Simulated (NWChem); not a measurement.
System: C2HCl2, doublet; SMILES Cl/[C]=C/Cl

NWChem input:

```
start job
memory heap 200 mb stack 900 mb global 1100 mb
geometry units angstroms noautosym nocenter noautoz
  Cl    -0.001999    -2.159015     0.000000
  C     -0.275939    -0.517056     0.000000
  C      0.504441     0.547465     0.000000
  Cl    -0.123385     2.154433     0.000000
  H      1.599177     0.486101     0.000000
end
basis spherical
  Cl library 6-31g*
  C library 6-31g*
  H library 6-31g*
end
dft
  odft
  mult 2
  xc xpbe96 cpbe96
  iterations 150
end
property
  efieldgrad
end
task dft property
```

In the optimisation the excess spin sits in a' (Cs, its own frame). The geometry was optimised at PBE0/def2-SVP, spin-unrestricted. No stability test was run on the SCF state.

Vzz is the largest principal value of the second derivative of the potential at the nucleus (NWChem prints the opposite sign); η is the asymmetry. Non-relativistic.

Atoms are numbered as in the input.

Problem. Predict the main results of this run. (PBE/6-31G* (spherical d), spin-unrestricted.) Quantities: Vzz Cl1 (a.u.); η Cl1; Vzz Cl4 (a.u.); η Cl4.

Solution. 
```json
{
  "Vzz Cl1 (a.u.)": "3.408",
  "η Cl1": "0.13",
  "Vzz Cl4 (a.u.)": "3.758",
  "η Cl4": "0.10"
}
```
